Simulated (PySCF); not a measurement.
CH₅FMoN₂, SMILES [CH3][Mo](=[NH])(=[NH])[F], multiplicity 1. Heavy atoms are numbered as in [Mo:1](=[NH:2])(=[NH:4])([F:6])[CH3:7]. Hydrogens are named by the atom that carries them.

Coordinates come from a PBE0-D3(BJ)/def2-SVP optimisation. The spin state was assumed, not searched. The structure was generated by enumeration; whether it is a known compound was not checked. The def2 effective core potentials stand for the cores of Mo; spin–orbit coupling is left out.

These are PySCF with CAM-B3LYP/def2-TZVP values and carry that method's errors.

ESP charges are fitted to the potential on shells at 1.4 to 2.0 van der Waals radii. Atomic charges (e), one atom of each kind:

```tsv
atom	Mulliken	ESP fit
Mo1	1.62	1.33
N2 (NH)	-0.71	-0.80
H on N2	0.24	0.40
F6	-0.51	-0.37
C7 (CH3)	-0.61	-0.67
H on C7	0.15	0.16
```
